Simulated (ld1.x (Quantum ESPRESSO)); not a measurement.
## Varying the TM potential for iodine

Base potential:

* Element: I (Z = 53)
* Generator: ld1.x (Quantum ESPRESSO) 7.5
* Type: norm-conserving Troullier–Martins (Kleinman–Bylander form)
* Functional: PBE
* Relativity: scalar-relativistic
* Frozen core: [Kr]
* Valence charge: 17
* Reference configuration: 4d10 5s2 5p5
* Partial waves: 5p (bound): rc 1.95 bohr; 4d (bound): rc 1.20 bohr; 5s (bound): rc 1.75 bohr
* Local potential: the s channel
* Core correction: Bessel-smoothed model core inside 1.20 bohr

All-electron outer shells of the reference configuration (PBE, scalar-relativistic, ld1.x):

| shell | level (eV) | outermost node (bohr) | outermost maximum (bohr) |
| --- | --- | --- | --- |
| 4s | -180.60 | 0.37 | 0.68 |
| 4p | -127.57 | 0.37 | 0.72 |
| 4d | -50.28 | 0.35 | 0.78 |
| 5s | -17.41 | 0.88 | 1.70 |
| 5p | -7.09 | 0.96 | 2.02 |

Cutoffs, loose and tight: the cutoffs (Ry, on a coarse ladder) from which the occupation-weighted sum of valence levels, in a spherical-Bessel basis at the reference potential, stays within 10 and 1 mRy of its value at 400 Ry. They do not see the model core or the augmentation charge, which bear on the density cutoff. Test errors are all-electron minus pseudo excitation energies from the reference, over the configurations 4d10 5s2 5p4; 4d10 5s2 5p3; 4d10 5s2 5p2; 4d10 5s1 5p5; 4d9 5s2 5p6; 4d9 5s2 5p5; 4d10 5s2 5p1. A dash means not determined; rows that change the core or the reference have their own tests. The largest error is taken over the tests solved by every variant that gives reliable tests at all: 4d10 5s1 5p5; 4d10 5s2 5p1; 4d10 5s2 5p2; 4d10 5s2 5p3; 4d10 5s2 5p4.

A true bound ghost makes a file unfit for plane-wave use even where its test errors are small: the radial tests pick states by their node count and pass the ghost by. Where a test does run into it, the solver fails or the error is huge.

```csv
change,outcome,"cutoff, loose","cutoff, tight",bound ghosts,largest test error (meV)
base,generated,120 Ry,200 Ry,none,+19
wave 5s (bound): rc 1.75 bohr becomes 5s (bound): rc 2.14 bohr,generated,120 Ry,200 Ry,none,+43
wave 5p (bound): rc 1.95 bohr becomes 5p (bound): rc 2.86 bohr,generated,120 Ry,200 Ry,none,-144
wave 4d (bound): rc 1.20 bohr becomes 4d (bound): rc 1.06 bohr,generated,120 Ry,200 Ry,none,+19
reference 4d10 5s2 5p4,generated,120 Ry,200 Ry,none,-652
core correction Bessel-smoothed model core inside 0.88 bohr,generated,120 Ry,200 Ry,none,+19
"all radii but the core radius scaled by about 1.40 (s 2.44, p 2.72, d 1.68 bohr)",generated,90 Ry,160 Ry,none,+13
"type PAW; waves now 5s (bound): rcut 1.50, rcutus 1.75 bohr; 5s channel at -0.1 Ry: rcut 1.50, rcutus 1.75 bohr; 5p (bound): rcut 1.70, rcutus 1.95 bohr; 5p channel at 4 Ry: rcut 1.70, rcutus 1.95 bohr; 4d (bound): rcut 1.05, rcutus 1.20 bohr; 4d channel at -2 Ry: rcut 1.05, rcutus 1.20 bohr; local potential all-electron potential smoothed inside 1.85 bohr (lloc = -1); augmentation PSQ, inside the norm-conserving radii",generated,110 Ry,180 Ry,none,-35
local potential all-electron potential smoothed inside 0.95 bohr (lloc = -1),generated,120 Ry,200 Ry,"s, p",+58
functional LDA (PZ),generated,120 Ry,200 Ry,none,+29
local potential the p channel,generated,120 Ry,200 Ry,none,+43
wave 5p (bound): rc 1.95 bohr becomes 5p (bound): rc 1.70 bohr,generated,120 Ry,200 Ry,none,+17
```

Task: What comes out with this change to the base: wave 5s (bound): rc 1.75 bohr becomes 5s (bound): rc 2.06 bohr?

Result: outcome: generated; cutoff, loose: 120 Ry; cutoff, tight: 200 Ry; bound ghosts: none; largest test error (meV): +36.
